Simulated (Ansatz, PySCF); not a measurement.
C4H5Cl, SMILES C=C(Cl)C=C. Atoms are numbered in the order given.

```xyz
10

C     -0.4405     2.0780     0.0000
C      0.6018     1.2364     0.0000
C      0.5413    -0.2254     0.0000
C      1.6233    -1.0189     0.0000
Cl    -1.0578    -0.9556     0.0000
H     -1.4680     1.7078     0.0000
H     -0.2865     3.1592     0.0000
H      1.6223     1.6345     0.0000
H      2.6199    -0.5711     0.0000
H      1.5402    -2.1060     0.0000
```
Charge 0, spin multiplicity 1.

Geometry optimised at B3LYP-D3(BJ)/def2-SVP. One conformer was computed; it need not be the lowest.

Vertical ionisation energy (IE) and electron affinity (EA) in eV. Rows of orbital energies are one-electron estimates. Where ΔSCF, EOM or ADC give a negative EA the extra electron is unbound and the value depends on the basis.

| level | IE | EA |
|---|---|---|
| −ε(HOMO), −ε(LUMO), ωB97X/def2-TZVP (PySCF) | 9.26 | -0.81 |
| −ε(HOMO), −ε(LUMO), PBE/def2-TZVP (PySCF) | 6.03 | 2.21 |
| ΔSCF, CAM-B3LYP/def2-SVPD (Ansatz), final states of multiplicity 2 and 2 | 9.14 | -0.47 |
| ΔSCF, PBE/def2-SVPD (Ansatz), final states of multiplicity 2 and 2 | 8.97 | -0.45 |

### Question
What vertical singlet–triplet gap does ΔSCF give with CAM-B3LYP/def2-SVPD (Ansatz, a quantum-chemistry and plane-wave program) and with PBE/def2-SVPD (Ansatz)? (An estimate is asked for; the answer gives what the named calculation found.)

### Answer
3.22 and 3.11 eV (triplet above singlet where positive).
